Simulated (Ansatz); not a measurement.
The same path of C2H7BO2 (12 atoms, charge 0, multiplicity 1) was run twice with different band settings. The coordinate that changes most is the dihedral B1–C2–C3–H9.

Level of theory: Ansatz 0.2.0, RHF/def2-SVP.

Relaxed end points:

```xyz
12
Properties=species:S:1:pos:R:3
B -1.369 0.844 -0.079
C 0.129 0.308 -0.064
C 0.395 -1.011 0.645
O 0.315 0.163 -1.469
O 0.998 1.286 0.374
H -1.585 2.017 -0.131
H -2.266 0.049 -0.144
H -0.281 -1.797 0.304
H 0.262 -0.891 1.720
H 1.424 -1.336 0.463
H 0.168 -0.730 -1.742
H 1.887 1.042 0.157
```

```xyz
12
Properties=species:S:1:pos:R:3
B -1.165 1.023 0.245
C 0.098 0.205 -0.293
C 0.566 -0.825 0.734
O -0.226 -0.439 -1.507
O 1.119 1.092 -0.590
H -1.062 2.141 0.655
H -2.230 0.467 0.265
H 1.417 -1.378 0.328
H -0.221 -1.544 0.975
H 0.882 -0.337 1.657
H -0.895 -1.091 -1.370
H 1.796 0.631 -1.065
```

Common settings: movable images 5; climbing image yes; spring 5.0 eV/Å²; optimiser quadratic models (default); start path IDPP; iteration limit 60; end points relaxed.

| run | force threshold |
| --- | --- |
| 1 | 0.03 eV/Å |
| 2 | 0.2 eV/Å |

(1) What does each run give, and how far can it be trusted?

## Answers

(1) Run 1: converged after 54 iterations, highest image 0.180 eV above the first end. A vibrational analysis at the climbing image gives one clearly imaginary mode, 250i cm⁻¹: a first-order saddle point.
Run 2: converged after 4 iterations, highest image 0.203 eV above the first end. The threshold of 0.2 eV/Å is loose, so the images may lie well off the minimum-energy path. The order of the stationary point at the top wasn't checked.
